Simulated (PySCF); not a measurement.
C4H5FO2S.
Bonds: O1–S2 (double), S2–O3 (double), S2–C4, C4–C5, C5–C6 (double), C6–F7, C6–C8, S2–C8. Hydrogens: H9, H10 on C4; H11 on C5; H12, H13 on C8.

The geometry is computed with GFN2-xTB (gas phase).

Question: List the bond lengths, angles and torsions at this level.

Answer: 
| bond | length (bohr) | order |
| --- | --- | --- |
| O1=S2, S2=O3 | 2.707 | double |
| S2–C4 | 3.472 | single |
| C4–C5 | 2.798 | single |
| C5=C6 | 2.507 | double |
| C6–F7 | 2.540 | single |
| C6–C8 | 2.796 | single |
| S2–C8 | 3.477 | single |
| C4–H9, C4–H10 | 2.054 | single |
| C5–H11 | 2.036 | single |
| C8–H12, C8–H13 | 2.054 | single |

Bonds in one row agree within 0.02 bohr and their mean is given. Orders are formal, as drawn. A selection of angles:
| angle | degrees |
| --- | --- |
| O1–S2–O3 | 117.9 |
| O1–S2–C4 | 110.0 |
| O1–S2–C8 | 109.6 |
| O3–S2–C4 | 111.2 |
| O3–S2–C8 | 110.6 |
| C4–S2–C8 | 95.2 |
| S2–C4–C5 | 101.7 |
| S2–C4–H9 | 110.6 |
| S2–C4–H10 | 106.6 |
| C5–C4–H9 | 113.1 |
| H9–C4–H10 | 110.4 |
| C4–C5–C6 | 116.1 |
| C4–C5–H11 | 121.2 |
| C6–C5–H11 | 122.6 |
| C5–C6–F7 | 122.4 |
| C5–C6–C8 | 119.8 |
| F7–C6–C8 | 117.8 |
| C6–C8–H12 | 114.0 |
| S2–C8–C6 | 100.1 |
| S2–C8–H12 | 107.0 |
| S2–C8–H13 | 111.8 |
| H12–C8–H13 | 110.6 |

Dihedral angles: O1–S2–C4–C5 -89° (synclinal); S2–C4–C5–C6 -18° (synperiplanar); C4–C5–C6–F7 178° (antiperiplanar); C5–C6–C8–S2 17° (synperiplanar); O1–S2–C8–C6 90°. The mirror-image conformer, all signs reversed, is as good.

S2 (sulfonyl sulfur) has angles from 95.2° to 117.9°. The C–C distances run from 1.326 Å (C5=C6, drawn double) to 1.481 Å (C4–C5, drawn single), a spread of 0.155 Å. The 5-membered ring S2–C4–C5–C6–C8 has internal angles of 95.2° to 119.8° (sum 533°, against 540° for a flat polygon); it is puckered, 0.14 Å rms from its mean plane, widest ring torsion 24°.

Point group: C1 (no symmetry element, even within 0.4 Å). No GFN2-xTB frequencies stand behind this structure, so it isn't proved a minimum. One conformer, not necessarily the lowest.
